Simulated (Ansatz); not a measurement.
```yaml
crystal:
  periodic: [false, false, false]
  atoms:
    - {symbol: Cl, position_ang: [-0.709592, -0.050363, 1.326336]}
    - {symbol: Ti, position_ang: [0.005945, -0.008818, -0.004944]}
    - {symbol: Cl, position_ang: [1.232305, -0.768588, 0.041174]}
    - {symbol: Cl, position_ang: [-0.789941, -0.427833, -1.096193]}
    - {symbol: Cl, position_ang: [0.365836, 1.413278, -0.258335]}
basis:
  gaussian: {orbitals: def2-SVPD}
hamiltonian: {xc: {name: rPW86-PBE}, dispersion: rvv10}
accuracy: high
output: {forces: true}
```

```sh
$ ansatz run in.yaml --threads 4 --pin off --events-out ev --progress --plain --max-ram 10444MiB
```

It prints (some lines left out):

```
Functional definition: rPW86-PBE+rVV10
2714 factors; integrals over basis functions are off by at most 4.2e-9 eV
mean field evaluation 1: about -73124.2692 eV, gradient 2.1e2 eV
mean field evaluation 2: about -72454.3239 eV, gradient 5.7e2 eV
mean field evaluation 4: about -73184.5014 eV, gradient 2.1e1 eV
mean field evaluation 8: about -73185.4845 eV, gradient 3.4e-1 eV
mean field evaluation 16: about -73185.4861 eV, gradient 5.0e-4 eV
mean field -73185.48608198 eV, -2689.5170066085 hartree, gradient 4.9e-8 eV, S^2 0.000000; 0 other end points of the search recorded, 0 dependent functions left out
reference -73185.48609441 eV, -2689.5170070652 hartree; 45, 45 occupied and 97, 97 virtual orbitals, 2714 factors
Total energy: -73185.48609441 eV, -2689.5170070652 hartree
Atom 0 at    -0.709592    -0.050363     1.326336 Å, force   -24.288602    -2.291197    44.088126 eV/Å
Atom 1 at     0.005945    -0.008818    -0.004944 Å, force    -2.655393     5.945389    17.069232 eV/Å
Atom 2 at     1.232305    -0.768588     0.041174 Å, force    54.384146   -34.376706     2.427441 eV/Å
Atom 3 at    -0.789941    -0.427833    -1.096193 Å, force   -40.919113   -22.033446   -54.391130 eV/Å
Atom 4 at     0.365836     1.413278    -0.258335 Å, force    13.478961    52.755961    -9.193670 eV/Å
Dipole moment:     0.013199    -0.018722    -0.056165 e Å
```

(1) Something in this input is off. What?

Answers

(1) The geometry is squeezed to about two thirds of its size. The calculation finished and met its thresholds. The result belongs to that input, not to the molecule as meant.
